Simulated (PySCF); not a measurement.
**Electron correlation in Se (selenium, neutral)**

[Ar] 3d10 4s2 4p4, high-spin 3P determinant. All numbers are calculated (PySCF 2.14, the spin-free X2C one-electron Hamiltonian (Gaussian nucleus), in x2c-QZVPPall (11s8p5d4f1g, 97 functions)). Frozen: [Ar] 3d10; 6 electrons correlated.

```csv
level,correlation energy (mhartree)
CCSD,-127.08
(T),-4.39
CCSD(T),-131.47
```

Diagnostics: T1 = 0.0084, D1 = 0.0249, largest double amplitude 0.051.

Question: Is a single reference adequate?

Answer: Yes, within this model without spin-orbit coupling: T1 lies below 0.03 and no double amplitude reaches 0.07.
